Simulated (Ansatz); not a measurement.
Relaxation of BrClF₃HSi (7 atoms, charge 0, multiplicity 1), to a largest force component of 0.03 eV/Å in at most 50 steps.

Theory: RHF/def2-SVP (Ansatz 0.2.0).

```xyz
7
Properties=species:S:1:pos:R:3
Si -0.159 -0.127 -0.128
F -0.188 -0.054 1.457
F 1.331 -0.082 -0.622
Cl -1.292 1.308 -0.946
F -0.738 -1.543 -0.513
Br 1.413 2.645 1.375
H 0.814 1.630 2.281
```

Q: Where does it end, and by what steps?

A: The forces met the threshold. The force dipped under the threshold on the way, but the program's further checks kept it going. After 28 steps the energy has fallen by 0.233 eV; Br6 moved furthest, 1.41 Å.

```tsv
step	energy less start (eV)	largest force component (eV/Å)	accepted
0	0.0000	1.458	yes
1	-0.1779	0.258	yes
2	-0.2147	0.226	yes
3	-0.2227	0.176	yes
4	-0.1913	1.477	no
5	-0.2256	0.058	yes
6	-0.2263	0.030	yes
7	-0.2265	0.027	yes
8	-0.2270	0.126	yes
9	-0.2276	0.056	yes
10	-0.2281	0.039	yes
11	-0.2282	0.142	yes
12	-0.2286	0.039	yes
13	-0.2288	0.011	yes
14	-0.2279	0.252	no
15	-0.2291	0.062	yes
16	-0.2291	0.115	yes
17	-0.2295	0.051	yes
18	-0.2298	0.014	yes
19	-0.2268	0.407	no
20	-0.2301	0.110	yes
21	-0.2305	0.108	yes
22	-0.2311	0.100	yes
23	-0.2316	0.147	yes
24	-0.2321	0.097	yes
25	-0.2329	0.051	yes
26	-0.2324	0.257	no
27	-0.2329	0.058	no
28	-0.2331	0.005	yes
```

```xyz
7
Properties=species:S:1:pos:R:3
Si -0.250 -0.344 -0.393
F 0.136 0.203 1.040
F 1.083 -0.605 -1.187
Cl -1.409 0.981 -1.353
F -1.000 -1.714 -0.203
Br 1.577 3.267 2.630
H 1.044 1.990 2.370
```

Whether the end is a true minimum wasn't checked by a vibrational analysis.

The run took 55 s on 2 threads of Arm Neoverse V1, with other jobs on the host, peak memory 0.28 GiB.
